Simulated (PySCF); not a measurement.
## Dipole moment and polarisability of `N#C/C=C\[Si@@H](C#N)CBr`

Species: C₅H₅BrN₂Si.
Structure used (GFN2-xTB), in Å, numbered top down from 1:
```
atom  x, y, z in Å
N1     2.5049   -0.4298    1.8501
C2     2.2907   -0.2948    0.7312
C3     1.9978   -0.1300   -0.6363
C4     0.8086    0.3168   -1.0501
Si5   -0.5999    0.7478    0.1333
C6    -1.9982    1.3612   -0.9451
N7    -2.8530    1.7453   -1.6022
C8    -1.2031   -0.8575    0.9816
Br9   -1.4950   -2.2534   -0.3631
H10    2.7964   -0.3962   -1.3184
H11    0.6433    0.4132   -2.1155
H12   -0.2813    1.7649    1.1349
H13   -2.1488   -0.7365    1.5035
H14   -0.4632   -1.2515    1.6740
```

Level: CAM-B3LYP/def2-SVPD (PySCF), static field, nuclei fixed, core orbitals frozen in the response. The polarisability tensor in these axes (au):

```
x   119.22  -6.32  16.51
y    -6.32 102.02  -3.32
z    16.51  -3.32 106.56
```

Question: Diagonalise the tensor; give its mean and Δα, where Δα² is half the sum of the squared differences of the eigenvalues.

Answer: Principal values 95.08, 100.48 and 132.23 au; mean 109.27 au = 16.19 Å³ = 18.02 × 10⁻⁴⁰ C²·m²/J; Δα = 34.76 au (32 % of the mean).

Question: What is the dipole moment, and where does it point?

Answer: (2.10, 0.02, -0.36) D, 2.13 D in size, pointing from the negative to the positive side. Measured along this direction, the outermost atoms are N7 at the negative end and H10 at the positive end.

Question: Estimate the molar refractivity from the static electronic polarisability.

Answer: Lorentz–Lorenz: R = (4π/3)N_A α = 2.5225 cm³/(mol·Å³) × 16.19 Å³ = 40.8 cm³/mol, in the limit of long wavelengths.

Question: What would n − 1 = 2πNα be for an ideal gas of these molecules at 273.15 K and 1 atm, electronic part alone?

Answer: N = p/kT = 2.6868 × 10¹⁹ cm⁻³, so n − 1 = 2π × N × 16.19 × 10⁻²⁴ cm³ = 2733 × 10⁻⁶ at long wavelengths.

Question: In TDDFT the mean static polarisability is Σ f/ω² over all singlet excitations (ω in hartree). How much of it do the 8 lowest give? Their energies (eV) and oscillator strengths: 5.48, 0.0002; 5.64, 0.0384; 5.78, 0.0114; 5.92, 0.1041; 6.04, 0.1567; 6.19, 0.0022; 6.59, 0.0019; 6.99, 0.0017.

Answer: They add up to 6.64 au, 6.1 % of the 109.27 au; the largest single term is 3.18 au, from the state at 6.04 eV. Terms in order: 0.01, 0.89, 0.25, 2.20, 3.18, 0.04, 0.03, 0.03 au. Higher excitations give the rest. The strengths listed sum to 0.317.

Question: Traceless (Buckingham) quadrupole moment about the centre of nuclear charge: eigenvalues?

Answer: -30.52, 5.16, 25.36 D·Å. The values depend on the origin, since the dipole doesn't vanish. The electronic extent ⟨r²⟩ about the same centre is 2106 bohr², a root-mean-square distance of 2.45 Å for the 98 electrons.

Geometry: GFN2-xTB, one conformer, isolated molecule. The calculation is non-relativistic, for bromine too.
